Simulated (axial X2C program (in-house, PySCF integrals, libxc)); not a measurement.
**NbS: properties at the nuclei**

Computed with an in-house all-electron X2C program for linear molecules (integrals from PySCF): two-component X2C with atomic mean-field Coulomb and Gaunt terms, Gaussian nuclei, basis Nb dyall-cv3z, S dyall-av3z with contracted cores.

R = 2.124 Å (near the PBE0 minimum at charge 0 of the determinant lowest at the starting distance; the state shown can have its own minimum elsewhere).

Determinant lowest in the PBE0 search, Ω = 3/2 (⟨Sz⟩ = 1.50, ⟨Lz⟩ = 0.00 at PBE0), spin on the atoms Nb 1.66, S -0.17:

```
level  Eeff magnitude (GV/cm)  Ws magnitude Nb (kHz)  A∥/gI Nb (MHz)  qzz Nb (a.u.)  A∥/gI S (MHz)  qzz S (a.u.)  μ (D)
 PBE0                     1.5                  0.444             842           1.01           12.9         -0.63  -4.70
   HF                    1.71                  0.489             686           1.02          -25.3         -0.61  -6.48
TPSSh                    1.28                  0.381             807           0.92           8.43         -0.62  -4.60
  PBE                    1.58                  0.475             867           0.95             18         -0.62  -3.94
  LDA                    1.73                  0.521             951           0.92           16.3         -0.66  -3.72
```

Determinant 1.03 eV from it at PBE0 and this distance, Ω = 1/2 (⟨Sz⟩ = 1.49, ⟨Lz⟩ = -0.99 at PBE0), spin on the atoms Nb 1.54, S -0.05:

```csv
level,Eeff magnitude (GV/cm),Ws magnitude Nb (kHz),A∥/gI Nb (MHz),qzz Nb (a.u.),A∥/gI S (MHz),qzz S (a.u.),μ (D)
PBE0,1.05,1.24,2610,-1.41,271,-0.45,-4.28
HF,1.76,1.83,1990,-1.60,438,-1.11,-4.63
TPSSh,1.05,1.26,2520,-1.48,251,-0.46,-4.02
PBE,1.02,1.21,2690,-1.52,253,-0.43,-3.63
LDA,0.967,1.2,2970,-1.52,241,-0.46,-3.58
```

Eeff is the effective electric field on the electron electric dipole moment in this Ω state and Ws the scalar–pseudoscalar constant of the nucleus named (defined with the proton number Z and per Ω); A∥ (defined per Ω) follows by multiplying with gI = μI/(I μN); qzz is the electric field gradient, eQq0 = 234.96 MHz × Q/barn × qzz; μ is positive if the S end (last atom) is positive. The operators were transformed with the bare-nucleus X2C matrices; with these basis sets, hyperfine constants and field gradients can be off by tens of per cent, and where levels differ in sign neither size nor sign is settled.

**Question.** With gI(93Nb) = 1.3712, Q(93Nb) = -0.32 barn, Q(33S) = -0.0694 barn (g factors from the IAEA table of nuclear moments by Stone; Q from Pyykkö, Mol. Phys. 2018), turn the PBE0 values of the first state into constants in MHz.

**Answer.** A∥(93Nb) = 842 × 1.3712 = 1150 MHz; eQq0(93Nb) = 234.96 × (-0.32) × (1.01) = -75.9 MHz; eQq0(33S) = 234.96 × (-0.0694) × (-0.63) = 10.3 MHz.

Each state is one determinant with collinear spin, which with several unpaired electrons need not be a pure state. Unrestricted Hartree–Fock can overshoot spin polarisation at the nuclei. This is the top spin component of a Σ state; components of lower Ω are not single determinants and can lie lower. With several open shells hyperfine constants can be off by a factor of several. The search compared states at one distance, so a state with another bond length can lie lower. Further determinants of the search, some of them spin-mixed, are not shown. Where a field gradient or hyperfine factor spreads by more than a factor of two over the levels, a constant derived from it is not to be relied on. PBE0 term energies can be off by some tenths of an eV.
